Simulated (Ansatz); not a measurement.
Process, species as SMILES: C#C[SiH2]C#C[SiH3] + 3 C (CH4) + [SiH4] (SiH4) -> 2 C#C (C2H2) [acetylene] + 3 C[SiH3]
Each molecule is optimised on its own at B3LYP-D3(BJ)/def2-TZVP (Ansatz, a program for electronic structure).

Property: bond separation energy (electronic energy difference), in kcal/mol. Correlated levels leave the core frozen unless marked. Spin-orbit coupling is left out. No relativistic terms. CBS marks a two-point X^-3 extrapolation of the correlation energy; Hartree-Fock from the larger set. The bracket is a focal-point correction in the basis named.

```
level                                                                 program  bond separation energy (kcal/mol)  minus last row
-------------------------------------------------------------  --------------  ---------------------------------  --------------
HF/cc-pV(T+d)Z                                                         Ansatz                               32.7             1.1
B3LYP-D4/def2-TZVPD                                            Ansatz + dftd4                               33.7             2.1
PBE0/def2-SVP                                                          Ansatz                               29.8            -1.8
SCS-MP2/6-31G*                                                         Ansatz                               39.0             7.4
CCSD/aug-cc-pV(D+d)Z                                                   Ansatz                               33.8             2.2
CCSD/cc-pwCVTZ                                                         Ansatz                               32.0             0.4
RI-MP2/CBS(cc-pV(T+d)Z,cc-pV(Q+d)Z)+[CCSD(T)-MP2]/cc-pV(T+d)Z          Ansatz                               31.6             0.0
```
